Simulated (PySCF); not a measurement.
How methods differ on the ionisation energy of Ni⁺

Ni⁺ [Ar] 3d9 (2D) → Ni²⁺ [Ar] 3d8 (3F), as a difference of total energies. All numbers are calculated (PySCF 2.14, the non-relativistic Hamiltonian (point nucleus), in def2-TZVP (6s4p4d1f, 45 functions)). Correlated levels: valence: [Ar] frozen. The calculations carry no spin-orbit coupling.

| method | ionisation energy (eV) | difference from reference (eV) |
| --- | --- | --- |
| UHF | 15.204 | -2.965 |
| BP86 | 19.126 | +0.957 |
| PBE0 | 18.320 | +0.151 |
| MP2 (valence) | 18.013 | -0.156 |
| SCS-MP2 (valence) | 17.734 | -0.435 |

Reference: 18.169 eV (measured; NIST Atomic Spectra Database, ionization energies).

These non-relativistic numbers lack the scalar-relativistic shift.

The reference lies between the lowest fine-structure levels, while these numbers refer to the centres of the terms.

Errors of the correlated levels include the incompleteness of this basis and the frozen core.
